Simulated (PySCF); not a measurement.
Simulation results for CH5GeOSi

Computed with PySCF 2.14.0. Calculation on a computer-drawn molecule: the log of a Hartree-Fock and frozen-core CCSD(T) single point meant for a local Hartree-Fock minimum, with one planted fault or none, to be diagnosed. Offsets are logged minus clean, where the clean run is the same molecule without the fault. The reference is restricted for singlets and unrestricted otherwise, and also for a bond in bohr or an excited solution. Adding or removing an electron swaps singlet and doublet. The excited solution moves the top pair (singlet) or top alpha electron (doublet) to the lowest empty orbital. Highest occupied and lowest empty are orbital energies over both spins, largest force is the largest gradient component, triples share is (T) over the correlation energy, the T1 limit is 0.02 restricted and 0.045 unrestricted, electrons count all cores, a negative frequency is imaginary (commonest isotopes), and the dipole is about the centre of nuclear charge; on germanium a core potential holds 10 electrons, which the energies leave out, and 3d is frozen in MP2 and coupled-cluster steps.

Entry: CH5GeOSi

Logged structure:
```xyz
9
CH5GeOSi
O     -0.6665    -3.6341     1.4100
Si    -0.1746    -2.3059     0.9185
C     -1.1999    -0.9819     0.1418
Ge    -1.7477     0.4507     1.4141
H      1.2331    -1.8772     1.0339
H     -0.6321    -0.4927    -0.6554
H     -2.1115    -1.4138    -0.2762
H     -2.6363    -0.1217     2.5251
H     -0.5078     1.1307     2.0163
```

- meant charge: 0
- meant multiplicity: 2
- meant basis: cc-pV(D+d)Z
- meant basis and core potential on germanium: cc-pVDZ-PP ECP10MDF
- logged electrons: 64
- logged basis functions: 99
- logged SCF converged: yes
- logged spin squared: 0
- logged highest occupied: -15.903 eV
- logged lowest empty: -7.4334 eV
- logged largest force: 0.059945 hartree/bohr
- logged T1 diagnostic: 0.029231
- logged D1 diagnostic: 0.11435
- logged triples share: 0.035232
- logged CC converged: yes
- logged dipole magnitude: 8.9837 debye
- logged SCF stable within its kind: yes
- logged energy HF: -697.61906 hartree
- logged energy CCSD(T): -698.18369 hartree
- possible faults: no fault, one electron removed, one electron added, multiplicity raised by two, geometry at a saddle point, SCF held on an excited solution, minimal basis STO-3G, one bond length entered in bohr, all coordinates scaled
- planted fault: ?

Drawn bonds:
```tsv
atom	other atom	order
1	2	2
2	3	1
3	4	1
2	5	1
3	6	1
3	7	1
4	8	1
4	9	1
```

Notes: T1 above single-reference limit.

Question: Give the missing planted fault for CH5GeOSi.
Answer: one electron removed

Further results for CH5GeOSi:

- HF energy offset from clean run: 192 kcal/mol
- CCSD(T) energy offset from clean run: 191 kcal/mol
